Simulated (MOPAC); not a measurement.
Input for MOPAC: AM1 on C2H4Si (SMILES C#C[SiH3]), a point of a bond scan (R = 3.401 Å).

```
AM1 1SCF PRECISE CHARGE=0 THREADS=1
C2H4Si

Si    -0.94557569 1    -0.07811079 1    -0.46973009 1
C      0.68460242 1     0.05655268 1     0.34008738 1
C      1.76130898 1     0.14549575 1     0.87495887 1
H     -1.19440466 1     2.28684613 1    -2.90072038 1
H     -1.08493276 1    -1.42239361 1    -1.06941143 1
H     -2.01018489 1     0.12953739 1     0.53507032 1
H      2.71147110 1     0.22398541 1     1.34696734 1
```

Output:

```
*******************************************************************************
 **                                                                           **
 **                              MOPAC v23.2.5                                **
 **                                                                           **
 *******************************************************************************
 ** MOPAC's Digital Object Identifier: https://doi.org/10.5281/zenodo.6511958 **
 **                                                                           **
 ** Please cite the open-source release paper for use of this MOPAC version:  **
 ** J. E. Moussa and J. J. P. Stewart (2026)                                  **
 ** MOPAC: An open-source semiempirical molecular orbital program             **
 ** J. Open Source Softw., 11(119), 8025, https://doi.org/10.21105/joss.08025 **
 *******************************************************************************

                              AM1 CALCULATION RESULTS

 *******************************************************************************
 *  AM1        - The AM1 Hamiltonian to be used
 *
 *
 *
 *                 CHARGE ON SYSTEM = 0
 *
 *
 *
 *  PRECISE    - TIGHTER CRITERIA TO BE USED
 *  1SCF       - DO 1 SCF AND THEN STOP
 *  THREADS=1  - MULTI-THREADING NOT USED
 *  T=         - A TIME OF 172800.0 SECONDS REQUESTED
 *  DUMP=N     - RESTART FILE WRITTEN EVERY 7200.0 SECONDS REQUESTED
 *******************************************************************************
AM1 1SCF PRECISE CHARGE=0 THREADS=1
 C2H4Si

   ATOM   CHEMICAL          X               Y               Z
  NUMBER   SYMBOL      (ANGSTROMS)     (ANGSTROMS)     (ANGSTROMS)

     1      Si         -0.94557569  *  -0.07811079  *  -0.46973009  *
     2       C          0.68460242  *   0.05655268  *   0.34008738  *
     3       C          1.76130898  *   0.14549575  *   0.87495887  *
     4       H         -1.19440466  *   2.28684613  *  -2.90072038  *
     5       H         -1.08493276  *  -1.42239361  *  -1.06941143  *
     6       H         -2.01018489  *   0.12953739  *   0.53507032  *
     7       H          2.71147110  *   0.22398541  *   1.34696734  *



          CARTESIAN COORDINATES

    NO.       ATOM           X           Y           Z

     1        Si         -0.9456     -0.0781     -0.4697
     2         C          0.6846      0.0566      0.3401
     3         C          1.7613      0.1455      0.8750
     4         H         -1.1944      2.2868     -2.9007
     5         H         -1.0849     -1.4224     -1.0694
     6         H         -2.0102      0.1295      0.5351
     7         H          2.7115      0.2240      1.3470

  H: (AM1): M.J.S. DEWAR ET AL, J. AM. CHEM. SOC. 107 3902-3909 (1985)
  C: (AM1): M.J.S. DEWAR ET AL, J. AM. CHEM. SOC. 107 3902-3909 (1985)
 Si: (AM1): M.J.S.DEWAR, C. JIE, ORGANOMETALLICS, 6, 1486-1490 (1987).

           Empirical Formula: C2 H4 Si  =     7 atoms



      MOLECULAR POINT GROUP   :   Cs


      RHF CALCULATION, NO. OF DOUBLY OCCUPIED LEVELS = 8


 -------------------------------------------------------------------------------
 AM1 1SCF PRECISE CHARGE=0 THREADS=1
 C2H4Si



     1SCF WAS SPECIFIED, SO BFGS WAS NOT USED
     SCF FIELD WAS ACHIEVED


                              AM1 CALCULATION
                                                       MOPAC v23.2.5 Linux




          FINAL HEAT OF FORMATION =        167.87516 KCAL/MOL =     702.38968 KJ/MOL


          COSMO AREA              =        121.55 SQUARE ANGSTROMS
          COSMO VOLUME            =        102.98 CUBIC ANGSTROMS

          IONIZATION POTENTIAL    =          7.591867 EV
          HOMO LUMO ENERGIES (EV) =         -7.592 -2.399
          NO. OF FILLED LEVELS    =          8
          MOLECULAR WEIGHT        =         56.1391         POINT GROUP:  Cs

          MOLECULAR DIMENSIONS (Angstroms)

            Atom       Atom       Distance
            H     7    H     4     6.12814
            H     7    H     5     3.22920
            H     5    H     6     2.24089


          SCF CALCULATIONS        =          1





   ATOM   CHEMICAL          X               Y               Z
  NUMBER   SYMBOL      (ANGSTROMS)     (ANGSTROMS)     (ANGSTROMS)

     1      Si         -0.94557569  *  -0.07811079  *  -0.46973009  *
     2       C          0.68460242  *   0.05655268  *   0.34008738  *
     3       C          1.76130898  *   0.14549575  *   0.87495887  *
     4       H         -1.19440466  *   2.28684613  *  -2.90072038  *
     5       H         -1.08493276  *  -1.42239361  *  -1.06941143  *
     6       H         -2.01018489  *   0.12953739  *   0.53507032  *
     7       H          2.71147110  *   0.22398541  *   1.34696734  *

                             CARTESIAN COORDINATES

   1   Si       -0.945575690    -0.078110790    -0.469730090
   2    C        0.684602420     0.056552680     0.340087380
   3    C        1.761308980     0.145495750     0.874958870
   4    H       -1.194404660     2.286846130    -2.900720380
   5    H       -1.084932760    -1.422393610    -1.069411430
   6    H       -2.010184890     0.129537390     0.535070320
   7    H        2.711471100     0.223985410     1.346967340


           Empirical Formula: C2 H4 Si  =     7 atoms



      MOLECULAR POINT GROUP   :   Cs


                  EIGENVALUES
 -32.67694 -20.09350 -15.48217 -13.35472 -12.81084 -11.61770 -10.97671  -7.59187
  -2.39938   1.31150   1.49029   1.91626   2.31486   2.39129   4.34234   6.68299


              NET ATOMIC CHARGES AND DIPOLE CONTRIBUTIONS

  ATOM NO.   TYPE          CHARGE      No. of ELECS.   s-Pop       p-Pop
    1         Si           0.711879        3.2881     0.90219     2.38593
    2          C          -0.427839        4.4278     1.33387     3.09397
    3          C          -0.170886        4.1709     1.27138     2.89951
    4          H          -0.014941        1.0149     1.01494
    5          H          -0.155709        1.1557     1.15571
    6          H          -0.155709        1.1557     1.15571
    7          H           0.213204        0.7868     0.78680
 DIPOLE           X         Y         Z       TOTAL
 POINT-CHG.    -0.908     0.529    -1.036     1.476
 HYBRID         1.108    -0.345     0.973     1.514
 SUM            0.199     0.184    -0.063     0.279


          ATOMIC ORBITAL ELECTRON POPULATIONS

     Atom    s        px        py        pz
    1 Si   0.90219   0.69049   0.85343   0.84201
    2  C   1.33387   1.04365   1.02358   1.02673
    3  C   1.27138   0.96545   0.96537   0.96869
    4  H   1.01494
    5  H   1.15571
    6  H   1.15571
    7  H   0.78680

 **********************
 *                    *
 * JOB ENDED NORMALLY *
 *                    *
 **********************




 == MOPAC DONE ==
```

The run finished.

Cost: about 0.04 core-seconds (a rough figure).
